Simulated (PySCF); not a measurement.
## Zr⁺ (zirconium, charge +1) across methods

[Kr] 4d1 5s1 6s1, high-spin 4D determinant (an excited configuration). All numbers are calculated (PySCF 2.14, scalar relativity through the core potential, in aug-cc-pVTZ-PP with one added diffuse shell each of s, p, d, f, g type with ECP28MDF (7s7p6d4f3g, 113 functions)).

| method | E (hartree) | mean ε 4d α (eV) | mean ε 5s α (eV) | mean ε 6s α (eV) | Σ⟨r²⟩ (bohr²) | ⟨S²⟩ |
| --- | --- | --- | --- | --- | --- | --- |
| MN15 | -46.0845 | -17.776 | -15.068 | -5.236 | 90.34 | 3.751 |
| PBE0 | -46.1650 | -17.451 | -14.458 | -5.116 | 84.73 | 3.751 |
| LDA | -46.0315 | -15.839 | -14.030 | -4.837 | 83.02 | 3.750 |
| wB97X | -46.1522 | -19.668 | -16.209 | -5.902 | 90.05 | 3.751 |
| UHF | -45.78841 | -21.200 | -16.319 | -5.705 | 95.09 | 3.753 |

Energies and moments cover only the electrons outside the core potential. The outer electron is Rydberg-like, and this basis confines it to a smaller radius and binds it less than a complete one would.
